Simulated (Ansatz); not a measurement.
Relaxation of AlBH7NO (11 atoms, charge 0, multiplicity 1), to a largest force component of 0.03 eV/Å in at most 50 steps.

Level of theory: Ansatz 0.2.0, RKS BLYP-D4/6-31G*.

```xyz
11
Properties=species:S:1:pos:R:3
B -0.016 0.019 -0.117
H -0.113 -0.516 0.946
H 1.033 0.273 -0.629
N -1.247 0.367 -0.815
H -2.112 -0.144 -0.605
H -1.217 0.650 -1.798
O -0.388 1.942 1.586
Al -1.691 2.196 0.412
H -3.187 1.737 0.795
H -1.419 3.384 -0.626
H -0.344 1.032 1.981
```

Problem. Where does it end, and by what steps?

Solution. The forces met the threshold. The force dipped under the threshold on the way, but the program's further checks kept it going. After 15 steps the energy has fallen by 0.931 eV; O7 moved furthest, 0.64 Å. Joined: B1–O7 (2.60 → 1.61 Å).

| step | energy less start (eV) | largest force component (eV/Å) | accepted |
| --- | --- | --- | --- |
| 0 | 0.0000 | 0.888 | yes |
| 1 | -0.1050 | 1.766 | yes |
| 2 | -0.0828 | 2.504 | no |
| 3 | -0.1877 | 1.400 | yes |
| 4 | -0.2936 | 0.968 | yes |
| 5 | -0.4865 | 0.881 | yes |
| 6 | -0.7583 | 1.396 | yes |
| 7 | -0.7904 | 2.231 | yes |
| 8 | -0.4407 | 2.654 | no |
| 9 | -0.8984 | 0.605 | yes |
| 10 | -0.9167 | 0.254 | yes |
| 11 | -0.9269 | 0.085 | yes |
| 12 | -0.9292 | 0.112 | yes |
| 13 | -0.9298 | 0.033 | yes |
| 14 | -0.9304 | 0.020 | yes |
| 15 | -0.9308 | 0.023 | yes |

```xyz
11
Properties=species:S:1:pos:R:3
B -0.066 0.234 0.184
H -0.253 -0.757 0.856
H 0.988 0.308 -0.403
N -1.306 0.503 -0.816
H -1.988 -0.264 -0.813
H -1.013 0.645 -1.789
O -0.249 1.533 1.108
Al -1.822 2.118 0.222
H -3.114 1.863 1.130
H -1.595 3.463 -0.603
H -0.283 1.294 2.055
```

Whether the end is a true minimum wasn't checked by a vibrational analysis.

Run time: 49 s on 1 thread of Arm Neoverse V2, with other jobs on the host, peak memory 0.15 GiB.
